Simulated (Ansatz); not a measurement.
CH9NSi2 can be A, `C[SiH2][SiH2]N`, or B, `NC[SiH2][SiH3]`.

Gas-phase electronic energies from Ansatz, PBE0-D4/def2-TZVP geometries. CCSD(T)/CBS is the MP2 limit (def2-TZVPP, def2-QZVPP) plus CCSD(T) − MP2 in def2-TZVPP, frozen cores. Functionals use def2-TZVPP. B3LYP here is the variant with VWN-RPA as its local correlation; programs differ in this. Each species was taken in one conformer, which may not be the lowest.

**Question.** Which isomer does CCSD(T)/CBS put lower? Give the gap. (Best estimate.)

**Answer.** Ansatz gave: A, by 132.7 kJ/mol.

**Question.** Give E(B) − E(A) in kJ/mol with CCSD(T)/def2-TZVPP, PBE-D4, LDA (SPW92), B3LYP-D4, CCSD/def2-TZVPP, BLYP-D4, B3LYP. (Estimate.)

**Answer.** Ansatz gave: CCSD(T)/def2-TZVPP 129.6, PBE-D4 123.1, LDA (SPW92) 122.0, B3LYP-D4 130.3, CCSD/def2-TZVPP 130.6, BLYP-D4 126.8, B3LYP 130.1. None reverses the order clearly.

**Question.** Does the order hold for the free energy at 298.15 K (harmonic terms from PBE0-D4)? (Estimate.)

**Answer.** The calculation gave: Yes: G(B) − G(A) = +132.4 kJ/mol, for one conformer each. Modes under 60 cm⁻¹, often nearly free rotors, make the harmonic entropy too high.

Largest T1 diagnostic: 0.011.

At CCSD(T), def2-SVP lies −23.5 kJ/mol from the extrapolated value and def2-TZVPP −3.2 kJ/mol. Leaving LDA and LC-ωPBE aside and taking each functional with its dispersion term where it has one, the values, not all of them listed here, spread over 14.2 kJ/mol, from revPBE-D4 to B97M-V.
